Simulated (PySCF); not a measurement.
This PySCF input asks for the NMR shieldings of `CC(C)(C)[P-]c1cccs1`, [C₈H₁₂PS]-; the geometry comes from GFN2-xTB.

```python
import basis_set_exchange as bse
import numpy as np
from pyscf import gto, dft
from pyscf.prop import nmr

atoms = """
C    -1.431064   -0.830102   -1.158835
C    -1.437767   -0.128702    0.197285
C    -2.690176   -0.556818    0.967224
C    -1.468693    1.386598    0.011963
P     0.027486   -0.681801    1.291094
C     1.471861   -0.198734    0.424690
C     2.740548   -0.443848    0.933746
C     3.792827    0.000380    0.128191
C     3.383961    0.600057   -1.022754
S     1.646286    0.623222   -1.125050
H    -0.562074   -0.530136   -1.738598
H    -2.330599   -0.575905   -1.726176
H    -1.395901   -1.909667   -1.019316
H    -2.712174   -0.077572    1.944844
H    -3.593538   -0.281667    0.417188
H    -2.686032   -1.634734    1.122354
H    -2.369255    1.687594   -0.530346
H    -1.459974    1.880773    0.982514
H    -0.600488    1.719969   -0.550608
H     2.870907   -0.941640    1.880703
H     4.835417   -0.119034    0.388948
H     3.958031    1.031150   -1.819908
"""
names = dict.fromkeys(["C", "P", "S", "H"], "pcSseg-1")
basis = {el: gto.basis.parse(bse.get_basis(n, elements=[el], fmt="nwchem")) for el, n in names.items()}
mol = gto.M(atom=atoms, basis=basis, charge=-1, verbose=0)
mf = dft.RKS(mol, xc="PBE0")
mf.grids.level = 2
mf.grids.alignment = dft.numint.BLKSIZE   # the property module wants whole blocks of grid points
mf.conv_tol = 1e-9
mf.kernel()

calc = nmr.RKS(mf)   # GIAO
C = mf.mo_coeff
Co = C[:, mf.mo_occ > 0]
resp = mf.gen_response(singlet=True, hermi=2)
def vind(x):   # induced exchange potential for any number of trial vectors
    d = np.einsum("pi,xij,qj->xpq", C, 2 * x.reshape(-1, C.shape[1], Co.shape[1]), Co, optimize=True)
    return np.einsum("xpq,pi,qj->xij", resp(d - d.transpose(0, 2, 1)), C, Co, optimize=True).ravel()
mo1, _ = nmr.rhf.solve_mo1(calc, with_cphf=vind)
sigma = calc.kernel(mo1)
for i, s in enumerate(sigma):   # ppm
    print("%2d %-2s %9.2f" % (i, mol.atom_pure_symbol(i), np.trace(s) / 3))
```

**Question.** Give the expected output.

**Answer.** 
```
 0 C     156.81
 1 C     154.92
 2 C     149.43
 3 C     156.82
 4 P     261.88
 5 C       7.40
 6 C      76.37
 7 C      59.34
 8 C      80.67
 9 S     310.05
10 H      28.47
11 H      31.13
12 H      30.60
13 H      30.53
14 H      31.33
15 H      30.53
16 H      31.13
17 H      30.60
18 H      28.47
19 H      25.61
20 H      25.49
21 H      26.21
```

These numbers come from an equivalent density-fitted implementation of the same equations, which agrees with the script to about 0.01 ppm for H and up to a few tenths of a ppm for heavy atoms, so last digits may differ.

**Question.** Turn these shieldings into chemical shifts. Shifts are taken against calculated references (same method and geometry level): $^{13}$C (σref 186.93), $^{1}$H (σref 31.72) vs TMS; $^{31}$P (σref 318.38) against H3PO4; $^{33}$S (σref 503.73) vs CS2.

**Answer.** Averaging equivalent atoms: C 5: 179.5; C 7: 127.6; C 6: 110.6; C 8: 106.3; C 0/2/3: 32.6; C 1: 32.0; P 4: 56.5; S 9: 194; H 20: 6.23; H 19: 6.11; H 21: 5.51; H 10/11/12/13/14/15/16/17/18: 1.41 ppm. Experimental scales use liquid or dissolved standards, which lie at an offset from isolated H3PO4.

Size and cost of the density-fitted run: 244 basis functions, 55 s wall time on 1 thread of an Arm Neoverse V2, shared host; peak memory 1.1 GiB.
